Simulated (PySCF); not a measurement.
C3H4Cl2Si.

```xyz
10

C      2.9592     0.3921     0.0000
C      1.7680     0.1466     0.0000
Si    -0.0069    -0.2669     0.0000
C     -0.2994    -2.0939     0.0000
Cl    -0.8650     0.5840     1.6699
Cl    -0.8650     0.5840    -1.6699
H      4.0119     0.6155     0.0000
H      0.1531    -2.5468    -0.8950
H     -1.3783    -2.3080     0.0000
H      0.1531    -2.5468     0.8950
```
Charge 0, spin multiplicity 1.

Geometry optimised at PBE0-D3(BJ)/def2-SVP.

Computed with PBE/pcSseg-1 (PySCF). Non-relativistic, no solvent.

Computed absolute GIAO shielding of each atom: isotropic value and principal components (ppm):
```
atom  σ(iso)    σ11    σ22    σ33   span
----  ------  -----  -----  -----  -----
C1      79.6    1.8    5.2  231.8  230.1
C2      94.2   -5.7   -0.9  289.2  294.9
Si3    326.3  280.2  335.7  363.0   82.9
C4     170.3  159.2  165.7  185.9   26.6
Cl5    814.4  682.7  804.7  955.8  273.0
Cl6    814.4  682.7  804.7  955.8  273.0
H7      28.7   24.1   24.1   37.9   13.8
H8      30.5   26.6   28.1   36.8   10.1
H9      30.4   26.8   28.4   36.2    9.4
H10     30.5   26.6   28.1   36.8   10.1
```
